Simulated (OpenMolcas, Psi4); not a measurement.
GeSiH5Cl (SMILES [SiH3][GeH2][Cl]): methods side by side

GeSiH5Cl has 8 atoms, charge 0, and is taken as a singlet. SMILES: `[SiH3][GeH2][Cl]`. Geometry: relaxed at PBE0-D4/def2-TZVP.

```xyz
8

Si   -0.8636    0.8273   -0.3025
Ge    0.7383   -0.8820    0.1184
Cl    1.9631   -0.1837    1.7662
H    -1.7449    0.4162   -1.4273
H    -0.1498    2.0787   -0.6589
H    -1.6785    1.0356    0.9202
H     1.7031   -1.1352   -1.0512
H     0.1246   -2.2139    0.5792
```

Each level gives the HOMO–LUMO gap (eV). The values are calculated.

```
                                  level             kind     program  value (eV)  CPU time
                            HF/def2-SVP     Hartree–Fock  OpenMolcas       13.77      12 s
                           PBE/def2-SVP              GGA  OpenMolcas        5.47      32 s
                         M06-L/def2-SVP         meta-GGA  OpenMolcas        6.20      73 s
                          TPSS/def2-SVP         meta-GGA  OpenMolcas        5.77      67 s
                        r2SCAN/def2-SVP         meta-GGA  OpenMolcas        6.02      72 s
                        M06-2X/def2-SVP  hybrid meta-GGA  OpenMolcas        9.61      67 s
                          PBE0/def2-SVP    global hybrid  OpenMolcas        7.58      56 s
TPSSh-D3(BJ)/def2-SVP (density fitting)  hybrid meta-GGA        Psi4        6.59      26 s
```

All-electron rows without a relativistic Hamiltonian named are non-relativistic. The values span 5.47 to 13.77 eV. Orbital gaps aren't excitation energies; they tend to grow with the share of exact exchange. Times are those of the runs behind each value, whatever else they computed, on shared processors of several kinds: orders of magnitude only.
